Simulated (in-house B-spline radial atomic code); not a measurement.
Ionisation energies along the 29-electron series, configuration [Ar] 3d10 4s1, as differences of self-consistent energies. NIST's values go from ground level to ground level; the uncertainty of those that are theory runs from under 0.1 % in few-electron ions to several per cent in heavy many-electron ones. Computed with an all-electron radial atomic-structure program (B-spline basis): non-relativistic Hartree-Fock, average of the configuration, point nuclei.

This level leaves out relativity, spin-orbit splitting included, which matters for heavy ions.

| ion | configuration after | ionisation energy (eV) | IE/(q+1)² (eV) | -ε less Coulomb ΔSCF (eV) | tabulated value (eV) | tabulated kind | computed minus tabulated (eV) |
| --- | --- | --- | --- | --- | --- | --- | --- |
| Yb41+ | [Ar] 3d10 | 1927.4 | 1.0927 | 0.15197 | 2036.4 | semi-empirical | -109.0 |
| Lu42+ | [Ar] 3d10 | 2010.5 | 1.0874 | 0.15258 | 2125.5 | semi-empirical | -115.0 |
| Hf43+ | [Ar] 3d10 | 2095.3 | 1.0823 | 0.15318 | 2218.9 | semi-empirical | -123.6 |
| Ta44+ | [Ar] 3d10 | ? | ? | ? | ? | semi-empirical | ? |
| W45+ | [Ar] 3d10 | 2270.1 | 1.0728 | 0.15431 | 2414.1 | semi-empirical | -144.0 |
| Re46+ | [Ar] 3d10 | 2360.0 | 1.0683 | 0.15486 | 2514.5 | semi-empirical | -154.5 |
| Os47+ | [Ar] 3d10 | 2451.6 | 1.0641 | 0.15539 | 2615.5 | semi-empirical | -163.9 |
| Ir48+ | [Ar] 3d10 | ? | ? | ? | ? | semi-empirical | ? |
| Pt49+ | [Ar] 3d10 | 2640.0 | 1.056 | 0.1564 | 2827.8 | semi-empirical | -187.8 |
| Au50+ | [Ar] 3d10 | ? | ? | ? | ? | semi-empirical | ? |
| Hg51+ | [Ar] 3d10 | 2835.1 | 1.0485 | 0.15735 | 3049.9 | semi-empirical | -214.8 |
| Tl52+ | [Ar] 3d10 | 2935.3 | 1.045 | 0.15781 | 3164.7 | semi-empirical | -229.4 |

Task: Fill in the row of Ta44+.

Result: ionisation energy (eV): 2181.9; IE/(q+1)² (eV): 1.0775; -ε less Coulomb ΔSCF (eV): 0.15375; tabulated value (eV): 2314.7; computed minus tabulated (eV): -132.8.

Task: Fill in the row of Ir48+.

Result: ionisation energy (eV): 2544.9; IE/(q+1)² (eV): 1.0599; -ε less Coulomb ΔSCF (eV): 0.1559; tabulated value (eV): 2720.4; computed minus tabulated (eV): -175.5.

Task: Fill in the row of Au50+.

Result: ionisation energy (eV): 2736.7; IE/(q+1)² (eV): 1.0522; -ε less Coulomb ΔSCF (eV): 0.15688; tabulated value (eV): 2941; computed minus tabulated (eV): -204.3.

Task: How far is this level of theory from the measured and semi-empirical values?

Result: Over those 12 rows the differences run from -229 to -109 eV (mean absolute value 160 eV). The calculation leaves out relativity, correlation and, in open shells, the multiplet splittings that an average leaves out.
